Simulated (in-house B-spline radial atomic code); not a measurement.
# RPA and G0W0 on PBE0: Tb V (Tb4+)

Configuration [Xe] 4f7, highest spin, mean-field start PBE0. Computed with a B-spline radial code for spherical atoms: all electrons, scalar-relativistic (spin-free one-electron X2C), finite nucleus, each spin shell either full or empty, empty states to l = 9 with an (l + 1/2)⁻⁴ tail; G0W0 by contour deformation at full frequency.

Without the two-electron picture change, the correlation of inner shells comes somewhat too large for so heavy an element.

Command:
```bash
python run_gw.py task.json out
```
Settings (radii: box in bohr, nucleus in fm):
```
Z                        65
electrons                61
configuration            [Xe] 4f7
hamiltonian              x2c
method                   pbe0
lmax                     9
rms_radius               5.06
spin_polarised           True
box_radius               11.96
intervals                67
```

Cost of the run: 10 s on 1 thread of Arm Neoverse N1 (shared host).

Energies (hartree):

```json
{"term": "mean-field total", "value": "-11705.36588"}
{"term": "Hartree-Fock functional on these orbitals", "value": "-11701.69596"}
{"term": "direct second order", "value": "-5.8821"}
{"term": "second-order exchange", "value": "1.5612"}
{"term": "SOSEX correction", "value": "1.4576"}
```

Question: What is the RPA correlation energy, and what remains with SOSEX?

Answer: RPA gives -5.1534 hartree (-2.3 eV per electron); RPA + SOSEX gives -3.6958, and the second-order doubles -4.3208 hartree (no singles). SOSEX takes back 28 % of the RPA value.

Quasi-particle levels (eV):

| level | occupied | mean field | Σx - vxc | Σc | QP weight | G0W0 |
| --- | --- | --- | --- | --- | --- | --- |
| 4f up | yes | -60.24 | -10.31 | ? | ? | ? |
| 5p down | yes | -68.89 | -4.49 | -1.06 | 0.951 | -74.43 |
| 5p up | yes | -71.35 | -5.34 | -0.20 | 0.915 | -76.89 |
| 4f down | no | -45.97 | 14.99 | -8.83 | 0.929 | -39.81 |

G0W0 = mean field + (Σx - vxc) + Σc, with Σc (partial-wave tail included) taken at the quasi-particle energy. Only the outer levels were computed. Levels of low weight are left out.

Question: Where does G0W0 put 4f up?

Answer: At -67.48 eV, with Σc = 3.07 eV and a quasi-particle weight of 0.926.
